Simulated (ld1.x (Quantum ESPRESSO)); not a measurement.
**manganese (Mn): variants of one RRKJ potential**

Base potential:

```
Element                 : manganese
Generator               : ld1.x (Quantum ESPRESSO) 7.5
Type                    : norm-conserving RRKJ (Kleinman–Bylander form)
Functional              : LDA (PZ)
Relativity              : scalar-relativistic
Frozen core             : [Ne]
Valence charge          : 15
Reference configuration : 3s2 3p6 3d5 4s1.5 4p0.5
Partial waves           : 3p (bound): rc 1.10 bohr; 3d (bound): rc 1.95 bohr; 3s (bound): rc 1.15 bohr
Local potential         : the s channel
Core correction         : a·sin(br)/r model core, default radius (core density twice the valence density)
rho0                    : 0.02
```

Occupied shells without a wave of their own: 4p, 4s. They enter only through the test configuration that unscreens the potential, and ld1.x also counts them in the model core charge.

Cutoffs, loose and tight: the cutoffs (Ry, on a coarse ladder) from which the occupation-weighted sum of valence levels, in a spherical-Bessel basis at the reference potential, stays within 10 and 1 mRy of its value at 400 Ry. They do not see the model core or the augmentation charge, which bear on the density cutoff. Test errors are all-electron minus pseudo excitation energies from the reference, over the configurations 3s2 3p6 3d5 4s2 4p0; 3s2 3p6 3d5 4s1 4p0; 3s2 3p6 3d5 4s0 4p0; 3s2 3p6 3d4 4s2 4p1; 3s2 3p6 3d5 4s1 4p1; 3s2 3p6 3d5 4s1.5 4p0; 3s2 3p6 3d6 4s1 4p0 (two spin-polarised tests are not counted in the largest error). A dash means not determined; rows that change the core or the reference have their own tests.

With those shells counted twice in exchange and correlation these files are broken, and their errors move erratically; no question is asked of them.

The default core radius of the base comes out at 0.42 bohr.

```tsv
change	outcome	cutoff, loose	cutoff, tight	bound ghosts	largest test error (meV)
base	generated, misses its reference levels by 0.30 eV	110 Ry	180 Ry	none	-1451
core correction none	generated, misses its reference levels by 0.30 eV	110 Ry	180 Ry	none	-771
core correction a·sin(br)/r model core inside 0.44 bohr	generated, misses its reference levels by 0.30 eV	110 Ry	180 Ry	none	-1451
core correction a·sin(br)/r model core inside 0.66 bohr	generated, misses its reference levels by 0.30 eV	110 Ry	180 Ry	none	-1450
core correction a·sin(br)/r model core inside 0.80 bohr	generated, misses its reference levels by 0.30 eV	110 Ry	180 Ry	none	-1449
core correction a·sin(br)/r model core inside 0.86 bohr	generated, misses its reference levels by 0.30 eV	110 Ry	180 Ry	none	-1449
core correction full core density, not smoothed (it rises at the typed radius of 1.08 bohr, so ld1.x skipped the fit)	generated, misses its reference levels by 0.30 eV	110 Ry	180 Ry	none	-1451
core correction full core density, not smoothed (it rises at the typed radius of 1.18 bohr, so ld1.x skipped the fit)	generated, misses its reference levels by 0.30 eV	110 Ry	180 Ry	none	-1451
core correction full core density, not smoothed (it rises at the typed radius of 1.32 bohr, so ld1.x skipped the fit)	generated, misses its reference levels by 0.30 eV	110 Ry	180 Ry	none	-1451
```
